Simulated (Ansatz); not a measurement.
`[CH3][GeH]([NH2])[SiH3]` + HCl → `[CH3][GeH]([SiH3])[Cl]` + NH₃ at 400 K and 1 bar (ligand exchange at a Ge–N bond).

Computed with Ansatz on PBE0-D4/def2-TZVP structures; ΔE is electronic, products minus reactants. CBS: MP2 limit from def2 TZ/QZ plus the TZ coupled-cluster correction, frozen cores. This one scheme is used for every species. For Ge outer-core shells are correlated without core-valence functions, which leaves a few kJ/mol of doubt a bond. Scalar relativity is left out up to krypton. One conformer a species, not always the lowest.

```json
{"species": "`[CH3][GeH]([NH2])[SiH3]`", "CCSD(T)/CBS energy (Eh)": "-2463.37873", "H − E (kJ/mol)": "290.0", "S (J/(mol·K))": "422.6"}
{"species": "HCl", "CCSD(T)/CBS energy (Eh)": "-460.38127", "H − E (kJ/mol)": "29.6", "S (J/(mol·K))": "195.4"}
{"species": "`[CH3][GeH]([SiH3])[Cl]`", "CCSD(T)/CBS energy (Eh)": "-2867.28258", "H − E (kJ/mol)": "223.3", "S (J/(mol·K))": "415.3"}
{"species": "NH₃", "CCSD(T)/CBS energy (Eh)": "-56.50880", "H − E (kJ/mol)": "104.2", "S (J/(mol·K))": "203.1"}
```

H − E and S are ideal-gas, rigid-rotor, harmonic terms from PBE0-D4/def2-TZVP, for one conformer and one mirror image of each species. 1 Eh = 2625.50 kJ/mol, R = 8.31446 J/(mol·K).

By hand: ΔE, ΔH, ΔS and ΔG.

ΔE = (-2867.28258) + (-56.50880) − (-2463.37873) − (-460.38127) = -0.03138 Eh = -82.4 kJ/mol. Δ(H − E) = 223.3 + 104.2 − 290.0 − 29.6 = 7.9, so ΔH = -74.5 kJ/mol. ΔS = 415.3 + 203.1 − 422.6 − 195.4 = 0.4 J/(mol·K). ΔG = -74.5 − 400 × (0.4)/1000 = -74.7 kJ/mol.

By hand: the equilibrium constant, and the temperature at which ΔG would vanish if ΔH and ΔS stayed fixed.

log₁₀ K = −ΔG/(RT ln 10) = 9.8. ΔH and −TΔS have one sign here, so there is no such temperature. One of them is within its doubt of zero, so this could turn.

The number of gas molecules stays the same, so ΔS is small and ΔH decides. A doubt of 5 kJ/mol in ΔE shifts log₁₀ K by 0.7 here. Other conformers and mirror images would add mixing entropy, several J/(mol·K) or more a flexible species. These are equilibria of isolated gas molecules and say nothing of rates. Largest T1 diagnostic: 0.011 (customary marks: 0.02 for closed shells, 0.045 for open ones).
